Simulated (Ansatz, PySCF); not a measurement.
This Ansatz (a program for electronic structure) input computes a B3LYP/def2-TZVPD energy:

Ansatz 0.2 input:
```yaml
crystal:
  periodic: [false, false, false]
  atoms:
    - {symbol: B, position_ang: [0.27170777, -0.54499076, 0.28582818]}
    - {symbol: O, position_ang: [0.88498575, 0.13843838, -0.76103193]}
    - {symbol: H, position_ang: [0.32900649, 0.91856016, -1.04963488]}
    - {symbol: O, position_ang: [-0.94804612, -0.01195205, 0.69469437]}
    - {symbol: H, position_ang: [-1.18306239, 0.79450303, 0.15119445]}
basis:
  gaussian:
    orbitals: def2-TZVPD
hamiltonian:
  xc: {name: B3LYP}
total_charge: -1
output: {forces: true}
```

Task: Write an input for the same energy in PySCF and say what it gives.

Result: 
```python
from pyscf import gto, scf, dft

mol = gto.M(
    atom='''
    B     0.27170777   -0.54499076    0.28582818
    O     0.88498575    0.13843838   -0.76103193
    H     0.32900649    0.91856016   -1.04963488
    O    -0.94804612   -0.01195205    0.69469437
    H    -1.18306239    0.79450303    0.15119445
    ''',
    basis='def2-tzvpd',
    charge=-1,
    spin=0,
    verbose=4,
)

mf = dft.RKS(mol, xc='b3lyp').density_fit(auxbasis='def2-universal-jkfit')
mf.grids.level = 3
mf.conv_tol = 1e-9
mf.max_cycle = 100
mf.max_memory = 1500
mf.kernel()
if not mf.converged:
    mf = mf.newton()
    mf.kernel(mf.make_rdm1())
mf.analyze()
```
It gives -176.62998 Eh, and Ansatz -176.62990 Eh, a difference of 0.08 mEh, from the treatment of integrals and grids.
